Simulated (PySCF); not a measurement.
Ga(All)(F)2, C3H5F2Ga, SMILES C=C[CH2][Ga]([F])[F] (PBE0/def2-SVP optimised geometry):

```
11

Ga    -1.302    -0.803     0.000
C      0.654    -0.803     0.000
C      1.253     0.533    -0.278
C      1.903     1.290     0.609
H      0.946    -1.557    -0.751
H      0.958    -1.195     0.985
H      1.133     0.913    -1.301
H      2.050     0.964     1.645
H      2.308     2.265     0.332
F     -2.263    -2.265     0.003
F     -2.308     0.624     0.000
```

Level of theory: PySCF 2.14.0 with PBE0/def2-TZVP.

Question: What are the frontier orbital energies and the dipole moment?

Answer: HOMO-2 -10.38 eV, HOMO-1 -10.06 eV, HOMO -7.58 eV, LUMO -1.05 eV, LUMO+1 -0.82 eV; dipole moment 3.33 D.

On the same geometry PBE/def2-TZVP in PySCF gives HOMO-2 -8.65 eV, HOMO-1 -8.46 eV, HOMO -6.50 eV, LUMO -2.00 eV, LUMO+1 -1.64 eV; dipole moment 3.22 D.

Meta-Löwdin charges at PBE0/def2-TZVP: Ga1 1.14, C2 -0.42, C3 -0.09, C4 -0.27, H5 0.15, H6 0.14, H7 0.12, H8 0.12, H9 0.13, F10 -0.50, F11 -0.50.
